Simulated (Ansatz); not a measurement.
`N[SiH]([SiH3])[SeH]` + `N[SiH](F)S` → `N[SiH]([SiH3])S` + `N[SiH](F)[SeH]`  (redistribution)

Isolated molecules relaxed with PBE0-D4/def2-TZVP in Ansatz; ΔE leaves out vibrations. CBS: MP2 limit from def2 TZ/QZ plus the TZ coupled-cluster correction, frozen cores. DFT in def2-TZVPP. For Se outer-core shells are correlated without core-valence functions, which leaves a few kJ/mol of doubt a bond. Scalar relativity is left out up to krypton. Each species was taken in one conformer, which may not be the lowest.

| level | ΔE (kJ/mol) |
| --- | --- |
| BHLYP | 8.6 |
| SCS-MP2/def2-TZVPP | 8.4 |

Q: What does CCSD(T)/CBS give? (Best estimate.)

A: The calculation gave: +7.9 kJ/mol. The listed levels differ from it by 0.7, 0.5 kJ/mol.

Largest T1 diagnostic among the species: 0.012.

Leaving LDA and LC-ωPBE aside and taking each functional with its dispersion term where it has one, the values, not all of them listed here, spread over 1.1 kJ/mol, from revPBE-D4 to CAM-B3LYP-D4.
